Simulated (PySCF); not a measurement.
Compound: C5H5ClF2.
InChI=1S/C5H5ClF2/c1-2-5(8)4(6)3-7/h2H,1,3H2/b5-4+

The calculation used TDDFT PBE0/def2-SVPD, vertical, gas phase, core orbitals frozen in the response (PySCF). The structure is a single GFN2-xTB conformer in the gas phase; no vibrational or solvent corrections. Torsions of this conformer, `[CH2:1]=[CH:2]/[C:3]([F:4])=[C:5](\[Cl:6])[CH2:7][F:8]`: C1–C2–C3–F4 0°, C3–C5–C7–F8 -117°.

Computed states:

| state | E (eV) | f |
| --- | --- | --- |
| S1 | 5.08 | 0.537 |
| S2 | 6.03 | 0.0018 |
| S3 | 6.13 | 0.0001 |
| S4 | 6.61 | 0.119 |
| S5 | 6.66 | 0.072 |
| S6 | 7.11 | 0.0061 |
| S7 | 7.40 | 0.0065 |
| S8 | 7.51 | 0.0045 |

Broadening: Gaussians 0.5 eV wide at half height, area fixed by f = 4.319×10⁻⁹ ∫ε dν̃. The width is an assumption, not a result. The curve ends short of the highest state used, and states not computed would add to its high-energy end.

(1) What does the envelope look like, and where are its maxima?

(2) On this curve, what absorbance would a 10⁻³ mol/L sample give at 222 nm over a 1 cm path?

Answers

(1) 
(E (eV), ε (L mol⁻¹ cm⁻¹)): (4.33, 56), (4.39, 146), (4.45, 351), (4.51, 780), (4.57, 1603), (4.63, 3039), (4.69, 5321), (4.75, 8601), (4.81, 12835), (4.87, 17683), (4.93, 22494), (4.99, 26417), (5.05, 28644), (5.11, 28674), (5.17, 26502), (5.23, 22614), (5.29, 17816), (5.35, 12959), (5.41, 8703), (5.47, 5398), (5.53, 3094), (5.59, 1643), (5.65, 816), (5.71, 391), (5.77, 198), (5.83, 129), (5.89, 125), (5.95, 163), (6.01, 254), (6.07, 431), (6.13, 756), (6.19, 1310), (6.25, 2173), (6.31, 3387), (6.37, 4920), (6.43, 6630), (6.49, 8274), (6.55, 9553), (6.61, 10205), (6.67, 10088), (6.73, 9235), (6.79, 7841), (6.85, 6195), (6.91, 4582)

Maxima: 244 nm (5.08 eV), ε about 29000, made up of S1 (100%); 187 nm (6.63 eV), ε about 10000, made up of S4 (62%) and S5 (37%) (ε in L mol⁻¹ cm⁻¹; maxima over ε = 5, shares over 10%).

(2) 222 nm is 5.585 eV, where ε is about 1700 L mol⁻¹ cm⁻¹, so A = ε c l ≈ 1.7 (Beer–Lambert, with the gas-phase spectrum and the assumed width).

The run took 52 s of wall time on x86-64 server, one thread, no GPU (shared host).
